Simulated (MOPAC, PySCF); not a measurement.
C4H4, SMILES `C#CC=C`, neutral singlet in the gas phase. 

Cartesian coordinates (Å):
SMILES: C#CC=C
```xyz
8

C      2.0013     0.3671     0.6163
C      0.9327    -0.0387     0.2417
C     -0.3127    -0.5530    -0.2056
C     -1.4321     0.1654    -0.3061
H      2.9406     0.7350     0.9486
H     -0.3226    -1.6044    -0.4765
H     -1.4564     1.2149    -0.0444
H     -2.3508    -0.2864    -0.6544
```
Charge 0, spin multiplicity 1.

All levels are single points at this geometry (B3LYP-D3(BJ)/def2-TZVP); Pople sets use spherical d functions. Orbital energies aren't observables, and empty levels follow the basis.

PBE-D3(BJ)/def2-TZVP in PySCF gives gap (eV) = 4.22.

Q: Estimate the gap (eV) from each of these levels: B3LYP-D3(BJ)/def2-TZVP in PySCF; B3LYP/3-21G in PySCF; B3LYP/6-31G* in PySCF; M06-2X/6-31G* in PySCF; PBE/6-31G* in PySCF; SVWN5/6-31G* in PySCF; HF/3-21G in PySCF; HF/6-31G* in PySCF; AM1 in MOPAC; PM3 in MOPAC; PM6 in MOPAC; PM7 in MOPAC.

A: 
| level | gap (eV) |
|---|---|
| B3LYP-D3(BJ)/def2-TZVP in PySCF | 5.78 |
| B3LYP/3-21G in PySCF | 6.10 |
| B3LYP/6-31G* in PySCF | 5.93 |
| M06-2X/6-31G* in PySCF | 8.44 |
| PBE/6-31G* in PySCF | 4.31 |
| SVWN5/6-31G* in PySCF | 4.27 |
| HF/3-21G in PySCF | 12.71 |
| HF/6-31G* in PySCF | 12.60 |
| AM1 in MOPAC | 10.35 |
| PM3 in MOPAC | 10.27 |
| PM6 in MOPAC | 10.29 |
| PM7 in MOPAC | 10.21 |
